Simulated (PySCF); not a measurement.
# Electron correlation in Ru⁴⁺ (ruthenium, charge +4)

Starting occupation: [Kr] 4d4, 4d3/2 with m_j = -3/2, -1/2, +1/2, +3/2. Computed with PySCF 2.14 in x2c-TZVPPall-2c (8s9p7d2f1g, 93 functions), with X2C-1e with screened-nucleus spin-orbit coupling, Gaussian nucleus. Frozen: [Ar] 3d10; 12 electrons correlated; the 6 highest virtual spinors left out.

MP2 pair energies summed by pair of shells (mhartree):

| pair | energy | share (%) |
| --- | --- | --- |
| 4d-4p | -140.84 | 43.3 |
| 4p-4p | -89.32 | 27.5 |
| 4d-4d | -36.47 | 11.2 |
| 4p-4s | -34.11 | 10.5 |
| 4d-4s | -18.88 | 5.8 |
| 4s-4s | -5.38 | 1.7 |

Total MP2 correlation energy: -324.99 mhartree.

The GHF reference relaxed away from the jj start to a determinant that is no pure jj level (⟨S²⟩ = 5.95, ⟨J²⟩ = 3.62); the energies belong to that determinant.

This basis was not built for core-valence correlation, so the inner-shell part is incomplete.
